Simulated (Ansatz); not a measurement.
Consider the hydrogenolysis of a Ga–C bond: `N=[CH][GaH][CH2]N` + H₂ → `N[CH2][GaH2]` + `C=N`.

Program: Ansatz. Geometries: PBE0-D4/def2-TZVP. ΔE: electronic, gas phase. CCSD(T)/CBS is the MP2 limit (def2-TZVPP, def2-QZVPP) plus CCSD(T) − MP2 in def2-TZVPP, frozen cores. This one scheme is used for every species. DFT in def2-TZVPP. B3LYP here is the variant with VWN-RPA as its local correlation; programs differ in this. HSE06 is defined as in plane-wave codes. For Ga outer-core shells are correlated without core-valence functions, which leaves a few kJ/mol of doubt a bond. Scalar relativity is left out up to krypton. Each species was taken in one conformer, which may not be the lowest.

(1) Is it downhill or uphill in electronic energy at CCSD(T)/CBS, and by how much? (Best estimate.)

(2) What do these levels give: B97M-V, PBE0-D4, B3LYP-D4, r2SCANh-D4, HSE06-D4, PBE, r2SCAN, B3LYP, HF/def2-SVP, CCSD/def2-SVP, CCSD/def2-TZVPP, MP2/def2-QZVPP? (An estimate is asked.)

Largest T1 diagnostic among the species: 0.013.

## Answers

(1) The calculation gave: Downhill: ΔE = -40.1 kJ/mol.

(2) Computed: B97M-V -53.4, PBE0-D4 -42.6, B3LYP-D4 -40.3, r2SCANh-D4 -40.7, HSE06-D4 -42.4, PBE -38.8, r2SCAN -39.3, B3LYP -48.7, HF/def2-SVP -73.2, CCSD/def2-SVP -53.0, CCSD/def2-TZVPP -47.4, MP2/def2-QZVPP -36.2 kJ/mol.

In def2-TZVPP, CCSD(T) changes the Hartree–Fock value by +29.6 kJ/mol (the triples alone add +6.1 kJ/mol) and MP2 by +34.3 kJ/mol. At CCSD(T), def2-SVP lies −7.8 kJ/mol from the extrapolated value and def2-TZVPP −1.1 kJ/mol.
